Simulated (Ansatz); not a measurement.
A geometry optimisation of GeH2OSiSn with r2SCAN-D4/def2-SVP

The starting geometry of this gas-phase singlet was optimised with GFN2-xTB.

```xyz
6

Ge   -1.4070    1.4995    0.9198
O    -1.7845   -0.1265   -0.0799
Si   -0.5106   -1.0760   -0.1074
Sn    1.2337    0.6319    0.7589
H    -1.0694   -2.3318   -0.6364
H     0.8899    1.4402   -0.8111
```

Predict what becomes of its bonds when it is optimised with r2SCAN-D4/def2-SVP.

New bonds form, giving a structure with H6 bridging Ge1 and Sn4, given below by its coordinates. Contacts that close: Ge1–Si3 (2.91 → 2.56 Å), Ge1–H6 (2.88 → 1.85 Å).

The energy falls by 1.04 eV over 12 steps:

```csv
step,E − E(last) (eV)
1,1.035
2,0.802
3,0.647
5,0.248
6,0.101
7,0.039
8,0.039
10,0.000
11,0.000
12,0.000
```

Final geometry (Å):

```
atom    x (Å)    y (Å)    z (Å)
  Ge  -1.2213   1.1894   0.7653
   O  -1.7744   0.1059  -0.6764
  Si  -0.4954  -0.9524  -0.4307
  Sn   1.5134   0.3168   0.5078
   H  -0.9853  -2.3062   0.0181
   H   0.3151   1.6839  -0.1402
```

Frequencies at the end are all real (lowest 136 cm⁻¹). Atoms past krypton carry core potentials, without spin–orbit terms. Run with Ansatz 0.2.0, 2.1 min on 1 thread of Arm Neoverse N1, with other jobs on the host.
